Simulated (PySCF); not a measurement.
CH6MoN2OS, multiplicity 1. Atoms are numbered in the order given.

```xyz
12

Mo    -0.0568    -0.1996    -0.1583
N     -0.7191    -1.7869    -0.1421
H     -1.0123    -2.7038    -0.4701
N      0.5198     0.2144    -1.7297
H      0.6543     0.0363    -2.7235
O      1.3391    -0.0396     1.0671
C      2.7193     0.1418     1.0887
H      3.2335    -0.8216     1.2489
H      3.0872     0.5876     0.1476
H      2.9849     0.8142     1.9215
S     -1.9260     1.1660     0.2986
H     -1.3792     2.2895    -0.2202
```

Coordinates come from a PBE0-D3(BJ)/def2-SVP optimisation. The spin state was assumed, not searched. The def2 effective core potentials stand for the cores of Mo; spin–orbit coupling is left out. One conformer was computed; it need not be the lowest.

The numbers are results of PySCF 2.14.0 with TDA-PBE/def2-SVPD, not measurements.

Vertical excitations. Gas-phase values at a fixed geometry.

Problem. Give excitation energies, oscillator strengths and character. (An estimate is asked for; the answer gives what the named calculation found.)

Solution. 
| state | energy (eV) | λ (nm) | f | main pairs |
|---|---|---|---|---|
| S1 | 3.82 | 325 | 0.010 | HOMO→LUMO 53 %, HOMO→LUMO+1 40 % |
| S2 | 4.08 | 304 | 0.029 | HOMO→LUMO+1 49 %, HOMO→LUMO 26 %, HOMO−2→LUMO 8 % |
| S3 | 4.18 | 297 | 0.014 | HOMO−1→LUMO 80 % |
| S4 | 4.35 | 285 | 0.004 | HOMO−1→LUMO+1 89 % |
| S5 | 4.46 | 278 | 0.001 | HOMO→LUMO+2 87 % |
| S6 | 4.63 | 268 | 0.011 | HOMO−2→LUMO 70 % |
| S7 | 4.76 | 260 | 0.000 | HOMO−1→LUMO+2 88 % |
| S8 | 4.79 | 259 | 0.005 | HOMO→LUMO+3 60 %, HOMO−3→LUMO 20 % |
| S9 | 4.89 | 254 | 0.016 | HOMO−3→LUMO+1 36 %, HOMO−3→LUMO 30 %, HOMO→LUMO+3 17 % |
| S10 | 4.93 | 251 | 0.003 | HOMO−2→LUMO+1 63 %, HOMO−2→LUMO+2 12 % |
| T1 | 3.40 | 365 | 0 | HOMO→LUMO 96 % |
| T2 | 3.67 | 338 | 0 | HOMO→LUMO+1 87 % |
| T3 | 3.77 | 329 | 0 | HOMO−1→LUMO 90 % |
| T4 | 4.04 | 307 | 0 | HOMO−1→LUMO+1 86 % |
Triplets are in the Tamm–Dancoff approximation.
